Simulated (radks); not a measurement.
All-electron atom: the iron ion Fe2+ in [Ar] 3d6.

All-electron calculation, Dirac Kohn-Sham, PBE, spin-unpolarised, spherical densities, point nucleus; open shells are shared between the two j in proportion to 2j + 1; speed of light set to 274.072 atomic units (2 times the physical value, a model run). Program: a radial shooting solver on a logarithmic mesh with Libxc functionals.

Energy parts (eV):
part                      energy
total                 -34412.968
kinetic                34510.292
electron-nucleus      -81565.003
Hartree                14134.100
exchange-correlation   -1492.357

Orbitals (lengths in bohr, moments of r in powers of bohr; r(max) is where P^2 peaks):
1s1/2: occ. 2; eigenvalue (eV) -6967.607; r(max) 0.03878; small-component weight 2.17e-03
2s1/2: occ. 2; eigenvalue (eV) -827.6443; r(max) 0.2245; small-component weight 3.97e-04
2p1/2: occ. 2; eigenvalue (eV) -716.5916; r(max) 0.1803; small-component weight 3.93e-04
2p3/2: occ. 4; eigenvalue (eV) -713.5173; r(max) 0.1809; small-component weight 3.92e-04
3s1/2: occ. 2; eigenvalue (eV) -110.8222; r(max) 0.7068; small-component weight 8.58e-05
3p1/2: occ. 2; eigenvalue (eV) -78.3699; r(max) 0.7149; small-component weight 7.59e-05
3p3/2: occ. 4; eigenvalue (eV) -77.9924; r(max) 0.7167; small-component weight 7.56e-05
3d3/2: occ. 2.4; eigenvalue (eV) -25.8665; r(max) 0.7101; small-component weight 4.90e-05
3d5/2: occ. 3.6; eigenvalue (eV) -25.8268; r(max) 0.7108; small-component weight 4.90e-05

The highest occupied level is 3d5/2 at -25.827 eV. The density falls to 0.001 e/bohr^3 at r = 3.05 bohr.
